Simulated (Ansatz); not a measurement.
Gas-phase electronic energies from Ansatz, PBE0-D4/def2-TZVP geometries. CCSD(T)/CBS is the MP2 limit (def2-TZVPP, def2-QZVPP) plus CCSD(T) − MP2 in def2-TZVPP, frozen cores. This one scheme is used for every species. DFT in def2-TZVPP. For Ga outer-core shells are correlated without core-valence functions, which leaves a few kJ/mol of doubt a bond. Scalar relativity is left out up to krypton. One conformer a species, not always the lowest.

`C[CH2][Ga]([F])[SH]` + H–F → `[F][Ga]([F])[SH]` + `CC`  (ligand exchange at a Ga–C bond)

```
              species  PBE-D4 energy (Eh)
`C[CH2][Ga]([F])[SH]`         -2502.22865
                  H–F          -100.39347
   `[F][Ga]([F])[SH]`         -2522.91669
                 `CC`           -79.73541
```

Task: Work out ΔE.

Result: ΔE = (-2522.91669) + (-79.73541) − (-2502.22865) − (-100.39347) = -0.02998 Eh = -78.7 kJ/mol. CCSD(T)/CBS gives -74.0 kJ/mol.

Largest T1 diagnostic among the species: 0.014.

In def2-TZVPP, CCSD(T) changes the Hartree–Fock value by +30.6 kJ/mol (the triples alone add +3.2 kJ/mol) and MP2 by +33.1 kJ/mol. At CCSD(T), def2-SVP lies −35.8 kJ/mol from the extrapolated value and def2-TZVPP −10.7 kJ/mol.
